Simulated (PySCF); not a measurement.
First SCF of a structure search on doublet [RuO3]+, at a hand-made T-shaped geometry. PySCF input:

```python
from pyscf import gto, scf, dft
mol = gto.M(atom='''
Ru     0.000000     0.000000     0.000000
O      0.000000     0.000000     1.675800
O      1.674800     0.000000     0.058500
O     -1.674800     0.000000     0.058500''',
    basis={'Ru': 'def2-TZVP', 'O': 'def2-TZVP'},
    ecp={'Ru': 'def2-TZVP'},
    charge=1, spin=1)
mf = dft.UKS(mol, xc='PBE0')
mf.grids.atom_grid = (50, 194)
aux = {'Ru': 'def2-universal-JKFIT', 'O': 'def2-universal-JKFIT'}
mf = mf.density_fit(auxbasis=aux)
mf.conv_tol = 1e-08
mf.diis_space = 10
mf.max_cycle = 60
mf.init_guess = 'minao'
mf.verbose = 4
mf.kernel()
```

Excerpt of the output (cycles alone):

```
init E= -312.571763663924
cycle= 1 E= -319.60943870469  delta_E= -7.04  |g|=  0.8  |ddm|= 3.63
cycle= 2 E= -314.810567865486  delta_E=  4.8  |g|= 3.31  |ddm|= 2.91
cycle= 3 E= -319.471019654398  delta_E= -4.66  |g|= 0.955  |ddm|= 2.57
cycle= 4 E= -319.741390632473  delta_E= -0.27  |g|= 0.517  |ddm|= 0.722
cycle= 5 E= -319.839401222442  delta_E= -0.098  |g|= 0.0756  |ddm|= 0.275
cycle= 6 E= -319.841430364206  delta_E= -0.00203  |g|= 0.0292  |ddm|= 0.0613
cycle= 7 E= -319.841827041798  delta_E= -0.000397  |g|= 0.0152  |ddm|= 0.0248
cycle= 8 E= -319.842025323304  delta_E= -0.000198  |g|= 0.00594  |ddm|= 0.0154
cycle= 9 E= -319.842168241934  delta_E= -0.000143  |g|= 0.0044  |ddm|= 0.0168
cycle= 10 E= -319.842351544404  delta_E= -0.000183  |g|= 0.00376  |ddm|= 0.0243
cycle= 11 E= -319.842636312984  delta_E= -0.000285  |g|= 0.00319  |ddm|= 0.045
cycle= 12 E= -319.842818929938  delta_E= -0.000183  |g|= 0.00241  |ddm|= 0.0363
cycle= 13 E= -319.842950268917  delta_E= -0.000131  |g|= 0.00116  |ddm|= 0.0464
cycle= 14 E= -319.842957227748  delta_E= -6.96e-06  |g|= 0.001  |ddm|= 0.00766
cycle= 15 E= -319.842958945117  delta_E= -1.72e-06  |g|= 0.000434  |ddm|= 0.00373
cycle= 16 E= -319.842959001163  delta_E= -5.6e-08  |g|= 0.00049  |ddm|= 0.000502
cycle= 17 E= -319.84295925301  delta_E= -2.52e-07  |g|= 0.000138  |ddm|= 0.00153
cycle= 18 E= -319.842959281965  delta_E= -2.9e-08  |g|= 5.88e-05  |ddm|= 0.00052
cycle= 19 E= -319.842959287167  delta_E= -5.2e-09  |g|= 3.67e-05  |ddm|= 0.000196
Extra cycle  E= -319.842959284575  delta_E= 2.59e-09  |g|= 0.000114  |ddm|= 9.42e-05
converged SCF energy = -319.842959284575  <S^2> = 0.87989143  2S+1 = 2.125927
```

This is not the lowest solution: all starts ended here, but a stability analysis within the same unrestricted form found one 30.2 kJ/mol lower, at -319.85448 Eh.

Open d and f shells are described by one determinant, and the ground state may have another occupation or spin.

The search for the lowest solution, 3 starts and the stability check together, took 50 s on 4 threads of a shared Arm Neoverse N1 host, with 133 basis functions; the process peaked at 0.57 GiB. Launch command: `OMP_NUM_THREADS=4 python axn.py task.json out`.
